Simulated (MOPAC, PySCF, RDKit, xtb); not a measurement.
Internal rotation in SMILES C[Si](C)(c1cc(C=C)ccc1)C (C₁₁H₁₆Si). Scanned: dihedral C1–C2–C3–C4; all other coordinates were relaxed at GFN2-xTB. Points at φ and −φ are mirror images. Heavy atoms are numbered in the order of the SMILES C=Cc1cccc([Si](C)(C)C)c1, hydrogens after them in the order of the atoms that carry them; the mirror image has the same energies with the sign of each dihedral reversed.

Levels of theory: PM3, restricted, heats of formation // GFN2-xTB (MOPAC); GFN1-xTB // GFN2-xTB (xtb); MMFF94 // GFN2-xTB (RDKit); RKS-B3LYP/6-31G* = restricted B3LYP/6-31G*, spherical d, density fitting // GFN2-xTB (PySCF 2.14.0).

Energies relative to the lowest point of each profile, in eV:

```
φ / °    PM3  GFN1-xTB  MMFF94
-----  -----  --------  ------
-135   0.010     0.036   0.006
-120   0.030     0.076   0.020
-75    0.041     0.116   0.036
-45    0.009     0.040   0.000
-15    0.002     0.002   0.009
0      0.003     0.000   0.015
30     0.001     0.013   0.000
45     0.009     0.040   0.000
90     0.045     0.131   0.043
120    0.030     0.076   0.020
135    0.010     0.036   0.006
150    0.000     0.011   0.002
```

Estimate the RKS-B3LYP/6-31G* values at these points.

-135: 0.064; -120: 0.120; -75: 0.174; -45: 0.063; -15: 0.005; 0: 0.000; 30: 0.022; 45: 0.063; 90: 0.197; 120: 0.120; 135: 0.064; 150: 0.026 (eV).

MMFF94 has few fitted parameters for silicon.
